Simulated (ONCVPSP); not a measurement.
**What one change does to a pseudopotential (silver, ONCV)**

* Element: silver
* Generator: ONCVPSP 4.0.1
* Type: optimised norm-conserving Vanderbilt (ONCV)
* Functional: PBEsol
* Relativity: fully relativistic
* Frozen core: [Kr]
* Valence charge: 11
* Reference configuration: 4d10 5s1
* Partial waves: 5s: rc 2.10 bohr, ncon 5, nbas 10, qcut 2.4 1/bohr, 2 projectors, debl 3 Ha; p scattering state at 0.27 Ha: rc 2.10 bohr, ncon 4, nbas 8, qcut 3.4 1/bohr, 3 projectors, debl 1.7 Ha; 4d: rc 1.20 bohr, ncon 4, nbas 9, qcut 7 1/bohr, 2 projectors, debl 3.9 Ha; f scattering state at 0.03 Ha: rc 1.60 bohr, ncon 4, nbas 8, qcut 6 1/bohr, 2 projectors, debl 0.9 Ha
* Local potential: polynomial inside 0.75 bohr (lpopt 5, dvloc0 0 Ha)
* Core correction: polynomial model core, fcfact 0.35

Open shells are filled in proportion to 2j + 1.

Change: s: qcut 3.1; p: qcut 4.3; d: qcut 8.9; f: qcut 7.7.

Cutoffs: the cutoffs (Ha) at which the residual kinetic energy of the hardest occupied pseudo-wave falls to 1 and 0.1 mHa per electron; they do not see the model core or the augmentation charge, which bear on the density cutoff. Errors are all-electron minus pseudo energies relative to the spin-unpolarised reference configuration.

Predict the effect on cutoff, ghosts and configuration errors.

The potential gets softer (85 Ha and 205 Ha → 33 Ha and 40 Ha); both files keep a bound ghost (p, s); the lowest positive-energy flag moves from f7/2 at 30.9 eV to s at 59.3 eV; the errors of the 4 common tests hardly move; the range in which the f7/2 phases agree widens (upper end 1.1 → 4.4); the range in which the f5/2 phases agree widens (upper end 1.1 → 4.4).

```csv
quantity,base,changed
"cutoff, loose",85 Ha,33 Ha
"cutoff, tight",205 Ha,40 Ha
loose cutoff by channel,"s 6.5 Ha, d 85 Ha","s 4.0 Ha, d 33 Ha"
bound ghosts,"s, p3/2, p1/2","s, p3/2, p1/2"
GHOST(+) flags under 300 eV,"f7/2 at 30.9 eV, f5/2 at 31.1 eV, s at 65.5 eV",s at 59.3 eV
"error for 4d10 5s0, meV [ΔE 7.75 eV]",-12,-13
"error for 4d9 5s0, meV [ΔE 29.86 eV]",-36,-35
"error for 4d8 5s0, meV [ΔE 66.04 eV]",-254,-249
"error for 4d10 5s0.5, meV [ΔE 3.02 eV]",-2.3,-2.6
s: phases at 2.13 bohr within 0.05 rad from the reference energy up to (Ha; the scan ends near 5),2.4,2.2
p3/2: phases at 2.13 bohr within 0.05 rad from the reference energy up to (Ha; the scan ends near 5),to the end of the scan,to the end of the scan
p1/2: phases at 2.13 bohr within 0.05 rad from the reference energy up to (Ha; the scan ends near 5),to the end of the scan,to the end of the scan
d5/2: phases at 1.22 bohr within 0.05 rad from the reference energy up to (Ha; the scan ends near 5),to the end of the scan,to the end of the scan
d3/2: phases at 1.22 bohr within 0.05 rad from the reference energy up to (Ha; the scan ends near 5),to the end of the scan,to the end of the scan
f7/2: phases at 1.62 bohr within 0.05 rad from the reference energy up to (Ha; the scan ends near 5),1.1,4.4
f5/2: phases at 1.62 bohr within 0.05 rad from the reference energy up to (Ha; the scan ends near 5),1.1,4.4
"rms error of d²Exc/dni dnj with the model core, mHa",2.50,2.46
```

 A true bound ghost makes a file unfit for plane-wave use even where its test errors are small: the radial tests pick states by their node count and pass the ghost by.
